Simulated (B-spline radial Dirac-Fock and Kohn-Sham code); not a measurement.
## Satellites and hypersatellites of the K lines of Tc⁶⁺

System: the Tc⁶⁺ ion, configuration 1s2 2s2 2p6 3s2 3p6 3d10 4s2 4p6 4d1.

Model: relaxed Dirac-Fock hole states (ΔSCF) with Breit and QED corrections and a finite nucleus. Program: a radial finite-basis atomic code. Each two-hole energy is an average over J within one jj subconfiguration, not an observable level; in light atoms, where LS coupling holds, the j-resolved values are not observed lines, and for a K spectator the Kα1 hypersatellite is nearly forbidden. No correlation.

Lines without a spectator: Kα2 (K-L2) 18248.3 eV, Kα1 (K-L3) 18364.7 eV, Kβ3 (K-M2) 20595.4 eV, Kβ1 (K-M3) 20615.5 eV. Shifts in eV with one spectator hole (a dash: not computed, or left out as unreliable):

```
spectator hole    Kα2    Kα1     Kβ3     Kβ1
    L2 (2p1/2)  +50.7  +63.2       –  +137.2
    L3 (2p3/2)  +52.2  +51.5  +125.2       –
    M2 (3p1/2)      –  +6.40  +15.55  +19.02
    M3 (3p3/2)  +5.03      –  +16.77  +16.20
    M4 (3d3/2)  +0.44  -1.66       –       –
    M5 (3d5/2)  -1.97  -0.50       –       –
```

Question: Where does the K-L3 hypersatellite lie, emitted when both K electrons are missing?

Answer: +491.3 eV from the normal line, at 18856.1 eV. Removing both K electrons costs 42967.4 eV, which is 671.4 eV more than twice the K binding energy.

With n spectator holes in 2p, averaged over the 2p shell (energies in eV):

```
n     KαLⁿ   step  hypersatellite KαʰLⁿ
0  18325.9      –               18813.5
1  18380.7  +54.8               18869.7
2  18436.7  +56.0               18927.1
3  18493.9  +57.2               18985.7
4  18552.4  +58.5               19045.6
5  18612.1  +59.7               19106.7
```
